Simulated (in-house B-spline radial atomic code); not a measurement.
Au⁺. Computed with a B-spline radial atomic code. Model: non-relativistic spherical atom: semilocal Troullier-Martins pseudo-atom, one channel per l, against all electrons, high spin, G0W0 and RPA with empty states to l = 8, local potential for every l without a channel, a model core (radius 0 = none) keeps its share of the functional.

Without relativity these are model numbers for so heavy an element.

What the tables leave out is listed at the end.

The pseudopotential gives back the lowest level of each angular momentum of its own functional in the configuration it was made in; a second state of the same l is only approximately right. Exact exchange, RPA and GW see the smooth pseudo-orbitals and miss the exchange with the core, for which the functional's share stands in. The column with an uncorrelated core keeps all orbitals and exact exchange, and so separates missing core correlation from pseudisation. Only the three outermost levels and the lowest empty one were computed. RPA here is direct RPA, with no exchange kernel, and its energies carry an (l + 1/2)⁻⁴ tail. A hybrid on a potential with a model core restores only its own semilocal share of the core's exchange.

Command:
```bash
python run_psgw.py task.json out
```
Settings (lengths in bohr, energies in hartree):
```
Z                      79
electrons              78
configuration          [Xe] 4f14 5d10
generated_in           [Xe] 4f14 5d10 6s1
functional             pbe,pbe
core_shells            9
radius_factor          1.3
core_correction        False
```

Run time, properties included: 52 s on 1 thread of Arm Neoverse N1, with other jobs on the host.

Given: made with PBE; model core radius 0 bohr; local radius 1.279 bohr; mean-field start PBE0.

Valence shells of the generating configuration: 4f, 5s, 5p, 5d, 6s.

Channel: s 1.217, p 1.294, d 1.579, f 1.629 (radii in bohr).

Computed: largest level miss in the spin-unpolarised generating configuration 0.152 eV; valence RPA correlation energy pseudo -2.5642 hartree; all-electron RPA polarisability, core included 9.6023 bohr³; pseudo-atom RPA polarisability 9.0997 bohr³.

```csv
level,occupied,mean-field all-electron (eV),mean-field pseudo minus all (eV),G0W0 all-electron (eV),G0W0 uncorrelated core minus all (eV),G0W0 pseudo minus all (eV),exchange self-energy all-electron (eV),exchange self-energy pseudo (eV)
5d,1,-17.552,-0.204,-21.845,-0.049,-0.81,-33.275,-32.899
6s (empty),0,-9.385,-0.134,-7.3103,0.002,-0.035,-3.3995,-3.1801
```

Problem. What is the valence RPA correlation energy all-electron orbitals?

Solution. -2.2647 hartree.

Given: mean-field start Hartree-Fock.

Computed: valence RPA correlation energy pseudo -2.372 hartree; all-electron RPA polarisability, core included 7.1915 bohr³; pseudo-atom RPA polarisability 6.223 bohr³.

| level | occupied | mean-field all-electron (eV) | mean-field pseudo minus all (eV) | G0W0 all-electron (eV) | G0W0 uncorrelated core minus all (eV) | G0W0 pseudo minus all (eV) | exchange self-energy all-electron (eV) | exchange self-energy pseudo (eV) |
| --- | --- | --- | --- | --- | --- | --- | --- | --- |
| 5d | 1 | -21.788 | -0.792 | -21.983 | -0.043 | 0.246 | -33.501 | -34.386 |
| 6s (empty) | 0 | -5.8333 | 0.1 | -6.854 | 0.002 | 0.223 | -2.1129 | -1.7842 |

Problem. What is the valence RPA correlation energy all-electron orbitals?

Solution. -2.0603 hartree.

Among the listed levels the largest G0W0 shift of the pseudo-atom is -0.81 eV, for 5d on the PBE0 start, while leaving the core uncorrelated moves that level by -0.05 eV. So pseudisation and the lost core exchange, not the missing core correlation, make the error. Not in the tables (levels of low weight, unsolved or above zero; the highest and the empty levels are kept at any weight): on PBE, a start not tabulated, the G0W0 levels 5d (pseudo minus all -1.77 eV, weights 0.76 and 0.42), 5p (pseudo minus all -4.41 eV, weights 0.28 and 0.15), 5s (pseudo minus all -1.02 eV, weights 0.25 and 0.04), 6s (pseudo minus all -0.14 eV, weights 0.94 and 0.94); on PBE0 the G0W0 levels 5p (pseudo minus all -5.33 eV, weights 0.54 and 0.10), 5s (pseudo minus all -2.38 eV, weights 0.47 and 0.06); on Hartree-Fock the G0W0 levels 5p (pseudo minus all -1.59 eV, weights 0.60 and 0.33).
